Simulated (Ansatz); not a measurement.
`NN([SiH3])[SiH3]` and `[SiH3][N]([SiH3])[Cu]` differ in one atom or group.

Ansatz, PBE0-D4/def2-TZVP geometries, multiplicity 1. Each molecule was computed in one conformer, which needn't be the lowest.

Scalar relativity is left out up to krypton.

```csv
property,`NN([SiH3])[SiH3]`
LUMO energy (PBE/def2-TZVPP) / eV,-0.81
size of the dipole moment (PBE/def2-TZVPP) / D,1.38
size of the dipole moment (B3LYP/def2-TZVPP) / D,1.38
HOMO energy (PBE/def2-TZVPP) / eV,-5.96
HOMO energy (PBE0/def2-TZVPP) / eV,-7.27
HOMO–LUMO gap (ωB97M-V/def2-TZVPP) / eV,11.24
```

(1) What does the change do to each property? (An estimate is asked.)

## Answers

(1) Computed: 
```
                                        property  `[SiH3][N]([SiH3])[Cu]`  shift
               LUMO energy (PBE/def2-TZVPP) / eV                    -3.83  -3.02
  size of the dipole moment (PBE/def2-TZVPP) / D                     3.93   2.55
size of the dipole moment (B3LYP/def2-TZVPP) / D                     4.41   3.03
               HOMO energy (PBE/def2-TZVPP) / eV                    -5.37   0.59
              HOMO energy (PBE0/def2-TZVPP) / eV                    -6.58   0.69
         HOMO–LUMO gap (ωB97M-V/def2-TZVPP) / eV                     7.55  -3.69
```

With PBE0 the HOMO rises by 0.69 eV and the LUMO falls by 2.88 eV, so the gap narrows by about 3.57 eV. PBE moves the HOMO by 0.59 eV and ωB97M-V by 0.73 eV. The zero-point energy changes by -73.3 kJ/mol with -6 modes. Dipoles are sizes alone; their direction can turn.

B3LYP here is the variant with VWN-RPA as its local correlation; programs differ in this.
